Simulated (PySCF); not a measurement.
An unknown is described by computed data only.

Formula: C12H15N.

* Dipole: 3.08 D [B3LYP/def2-SVPD]
* Triplet: lowest triplet excitation (Tamm–Dancoff): 2.20 eV [TDA B3LYP/def2-SVPD]
* NMR, other nuclei: isotropic shieldings of nuclei other than C and H, by class: 156 (1 N) ppm [GIAO PBE0/pcSseg-1]
* Couplings: largest of the computed one-bond spin–spin couplings (means over like bonds): 13C–1H +169.4, 13C–1H +168.6, 13C–1H +165.6, 13C–1H +165.4, 13C–1H +159.3, 13C–1H +159.0, 13C–1H +157.8, 13C–1H +146.7 (×4) Hz [B3LYP/pcJ-1, spin–dipole term left out]
* 13C NMR: chemical shifts (computed TMS as zero) by class: 149.0 (1 C), 148.6 (1 C), 138.4 (1 C), 137.2 (1 C), 125.4 (1 C), 124.1 (1 C), 119.8 (1 C), 104.6 (1 C), 51.2 (2 C), 28.6 (2 C) ppm [GIAO PBE0/pcSseg-1]
* Rotational structure: rotational constants A, B, C: 1.619, 0.548, 0.454 GHz [PBE0-D3(BJ)/def2-SVP]
* UV, strongest line: among the 10 lowest singlet transitions: S8 at 5.25 eV (236 nm, f = 0.264) [TDDFT B3LYP/def2-SVPD]
* UV, first state: lowest singlet excitation: 3.23 eV (384 nm, f = 0.112) [TDDFT B3LYP/def2-SVPD]

Electronic properties: PySCF, gas phase, density fitting. Levels stand in brackets. Geometry: PBE0-D3(BJ)/def2-SVP, one conformer, isolated molecule. NMR values are class means; diastereotopic atoms form classes of their own.

Q: What is the compound? Reason from the data.

A: Numbering: `[CH2:1]=[C:2]1[CH:3]=[CH:4][CH:5]=[CH:6][CH:7]=[C:8]1[N:9]1[CH2:10][CH2:11][CH2:12][CH2:13]1`. Its formula, C12H15N, gives 6 degrees of unsaturation: 2 rings and 4 π bonds in the structure found (Kekulé form). 12 carbons fall into 10 classes; from least to most shielded: vinylic carbon bearing nitrogen [C8] (149.0 ppm), fully substituted alkene carbon [C2] (148.6 ppm), alkene CH carbon [C6] (138.4 ppm), alkene CH carbon [C4] (137.2 ppm), alkene CH carbon [C3] (125.4 ppm), alkene CH carbon [C5] (124.1 ppm), terminal =CH2 carbon [C1] (119.8 ppm), alkene CH carbon [C7] (104.6 ppm), ring sp3 carbon bound to nitrogen [C10/C13] (51.2 ppm, 2 C, up to 2.8 ppm apart in this geometry), ring CH2 carbon [C11/C12] (28.6 ppm, 2 C). The other shieldings belong to: 156 ppm, enamine nitrogen [N9]. The couplings run between: +169.4 Hz, terminal =CH2 carbon [C1] and its hydrogen; +168.6 Hz, terminal =CH2 carbon [C1] and its hydrogen; +165.6 Hz, alkene CH carbon [C3] and its hydrogen; +165.4 Hz, alkene CH carbon [C5] and its hydrogen; +159.3 Hz, alkene CH carbon [C4] and its hydrogen; +159.0 Hz, alkene CH carbon [C6] and its hydrogen; +157.8 Hz, alkene CH carbon [C7] and its hydrogen; +146.7 Hz, sp3 carbon bound to nitrogen [C10] and its hydrogen (with 3 like pairs). The optimised geometry has point group C1 and is an asymmetric top. Structure: `C=C1C=CC=CC=C1N1CCCC1`. The assignments are read from this structure; whether some other isomer fits the data as well wasn't checked.
